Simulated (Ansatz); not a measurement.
CSTe (`S=C=[Te]`), charge 0, multiplicity 1.

**Question.** Give a relaxed structure at PBE0-D4/def2-TZVP (the Gaussian-basis code of Ansatz). (Estimate.)

**Answer.** The calculation gave: 
Cartesian coordinates in Å:
```
S 1.2564 0.4025 1.0109
C 0.0904 0.0290 0.0727
Te -1.3468 -0.4315 -1.0836
```
Point group C∞v.
